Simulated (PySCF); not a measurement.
A species of formula C5H10BNO2 has this rotational fingerprint, computed with PBE0-D3(BJ)/def2-SVP geometry optimisation, gas phase in PySCF 2.14.0:

| Item | Value |
| --- | --- |
| Rotational constants | A = 3857, B = 1009, C = 917.7 MHz |
| Dipole components | \|μa\| = 2.48 D, \|μb\| = 0.46 D, \|μc\| = 1.17 D |
| Inertial defect | -81.24 u·Å² |
| κ | -0.94 |

Task: Which structure is it? (One computed conformer of each.)
A. `[NH2:1][C@:2]12[CH2:3][C@:4]([B:5]([OH:6])[OH:7])([CH2:8]1)[CH2:9]2` with H–N1–C2–C3 64° and -177°, C3–C4–B5–O6 -50°, C4–B5–O6–H -179°, C4–B5–O7–H 179°
B. `[CH3:1]/[N:2]=[CH:3]\[C@@H:4]1[CH2:5][CH2:6][O:7][BH:8][O:9]1` with N2–C3–C4–C5 -80°, C3–C4–C5–C6 -173°, C4–C5–C6–O7 52°, C5–C6–O7–B8 -26°, C6–O7–B8–O9 -1°

Result: A. It is N[C@]12C[C@](B(O)O)(C1)C2, a near-prolate asymmetric top, point group C1. The candidates at the same level (rigid rotor, commonest isotopes):

| SMILES | A (MHz) | B (MHz) | C (MHz) | μa (D) | μb (D) | μc (D) | Δ (u·Å²) | point group | rotor |
| --- | --- | --- | --- | --- | --- | --- | --- | --- | --- |
| N[C@]12C[C@](B(O)O)(C1)C2 | 3857 | 1009 | 917.7 | 2.48 | 0.46 | 1.17 | -81.24 | C1 | near-prolate asymmetric top |
| C/N=C\[C@@H]1CCOBO1 | 3806 | 1013 | 858.6 | 0.61 | 3.14 | 0.59 | -43.16 | C1 | asymmetric top |

`C/N=C\[C@@H]1CCOBO1` has C 6 % too low. No structure here is proved a minimum.
